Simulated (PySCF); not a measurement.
Compound: n-GeSiGeSiH10.
Geometry (PBE0-D3(BJ)/def2-SVP, Å), atoms numbered from 1 in this order:
```xyz
14
Ge2H10Si2 angstrom
Ge    -0.9954   -2.1685    0.2790
Si     1.1167   -1.1811   -0.2165
Ge     1.1326    1.0769    0.5462
Si    -0.6547    2.2399   -0.5156
H     -2.1023   -1.4448   -0.5120
H     -1.0199   -3.6616   -0.0952
H     -1.3084   -2.0313    1.7810
H      1.3265   -1.1936   -1.6988
H      2.2160   -1.9711    0.4220
H      0.9285    1.1015    2.0749
H      2.4798    1.7553    0.2261
H     -1.9572    1.6532   -0.0737
H     -0.6405    3.6956   -0.1760
H     -0.5411    2.0859   -1.9982
```

Lines to be assigned: Si 1s: 1845.95 (area 1), 1846.23 (area 1) eV; Si 2p3/2: 106.23 (area 1), 106.51 (area 1) eV.

Method: delta-SCF UKS SCAN, pcX-2 on the ionised atom, pcseg-1 elsewhere, spin-free X2C in PySCF 2.14.0. Isolated species at its PBE0-D3(BJ)/def2-SVP geometry (one conformer only).

(1) Which silicon gives which Si 1s line?

(2) Which silicon gives which Si 2p3/2 line?

Answers

(1) 1845.95 eV: Si2 (silicon bonded to 2 Ge and 2 H); 1846.23 eV: Si4 (silicon bonded to Ge and 3 H). Lowest listed Si 1s: Si2, bonded to 2 H and 2 Ge. Highest, 0.28 eV above it: Si4, bonded to 3 H and Ge.

(2) 106.23 eV: Si2 (silicon bonded to 2 Ge and 2 H); 106.51 eV: Si4 (silicon bonded to Ge and 3 H). Lowest listed Si 2p3/2: Si2, bonded to 2 H and 2 Ge. Highest, 0.28 eV above it: Si4, bonded to 3 H and Ge.

Bonded neighbours of each site: Si2: 2 H and 2 Ge; Si4: 3 H and Ge.

Question: Which photon wavelength matches the Si 2p3/2 of Si2 threshold?

Answer: λ = hc/E = 12398.42 eV Å / 106.23 eV = 116.713 Å.

The 2p values aren't plain energy differences: one relaxed spin-free 2p hole is combined with a matrix within the shell (ground-state 2p orbital-energy differences and spin–orbit coupling). 2p3/2, the mean of its two sublevels, lies a third of the splitting below the shell's mean and 2p1/2 two thirds above it; the statistical areas are 2:1. 2p1/2 minus 2p3/2 (ligand field included): Si 0.62 eV. No level of germanium is listed.

Time: 70 s of wall time; peak memory 0.58 GiB. Hardware: one thread, Intel Xeon at 2.50 GHz (x86_64), no GPU, on a shared host.
